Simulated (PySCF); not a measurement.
A calculated (M06-2X, PySCF 2.14, x2c-TZVPPall, the spin-free X2C one-electron Hamiltonian (Gaussian nucleus)) atom or ion has these occupied shells.

| shell | electrons | orbital energy (eV) | rms radius, mean of both spins (bohr) |
| --- | --- | --- | --- |
| 1s α | 1 | -51990.3 | 0.0245 |
| 1s β | 1 | -51990.3 | 0.0245 |
| 2s α | 1 | -8671.6 | 0.0990 |
| 2s β | 1 | -8671.5 | 0.0990 |
| 2p α | 3 | -7725.8 | 0.0890 |
| 2p β | 3 | -7725.7 | 0.0890 |
| 3s α | 1 | -1946.3 | 0.256 |
| 3s β | 1 | -1943.6 | 0.256 |
| 3p α | 3 | -1651.9 | 0.256 |
| 3p β | 3 | -1649.0 | 0.256 |
| 3d α | 5 | -1258.0 | 0.234 |
| 3d β | 5 | -1255.3 | 0.234 |
| 4s α | 1 | -397.59 | 0.577 |
| 4s β | 1 | -392.70 | 0.577 |
| 4p α | 3 | -299.53 | 0.612 |
| 4p β | 3 | -294.04 | 0.612 |
| 4d α | 5 | -161.89 | 0.675 |
| 4d β | 5 | -154.44 | 0.675 |
| 5s α | 1 | -56.528 | 1.42 |
| 5s β | 1 | -52.416 | 1.42 |
| 5p α | 3 | -30.834 | 1.68 |
| 5p β | 3 | -28.101 | 1.68 |
| 4f α | 7 | -11.359 | 1.00 |
| 4f β | 2 | -6.775 | 1.00 |
| 6s α | 1 | -5.950 | 4.30 |
| 6p α | 1 | -2.897 | 5.61 |

(1) Name the element and its charge.

Answers

(1) Tb (terbium, neutral), in [Xe] 4f9 6s1 6p1, one real determinant (an excited configuration).
